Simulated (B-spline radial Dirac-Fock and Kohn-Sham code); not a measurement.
# Satellites and hypersatellites of the K lines of Eu²⁺

System: the Eu²⁺ ion in the configuration 1s2 2s2 2p6 3s2 3p6 3d10 4s2 4p6 4d10 4f5 5s2 5p6 5d2 (an excited configuration).

These are calculated numbers from a radial atomic solver; the model is relaxed Dirac-Fock hole states (ΔSCF) with Breit and QED corrections and a finite nucleus. Each two-hole energy is an average over J within one jj subconfiguration, not an observable level; in light atoms, where LS coupling holds, the j-resolved values are not observed lines, and for a K spectator the Kα1 hypersatellite is nearly forbidden. Correlation energy is missing from these numbers.

Lines without a spectator: Kα2 (K-L2) 40898.3 eV, Kα1 (K-L3) 41538.6 eV, Kβ3 (K-M2) 46896.4 eV, Kβ1 (K-M3) 47029.1 eV. Shifts in eV with one spectator hole (a dash: not computed, or left out as unreliable):

```
spectator hole     Kα2     Kα1      Kβ3      Kβ1
        K (1s)  +778.8  +820.0  +1002.2  +1011.5
    L2 (2p1/2)   +93.1  +121.3        –   +243.4
    L3 (2p3/2)   +80.1   +83.9   +199.2        –
    M2 (3p1/2)       –  +17.05    +35.6    +42.5
    M3 (3p3/2)  +10.78       –    +33.1    +33.0
    M4 (3d3/2)   +3.12   -0.20        –        –
    M5 (3d5/2)   -1.32   +1.68        –        –
```
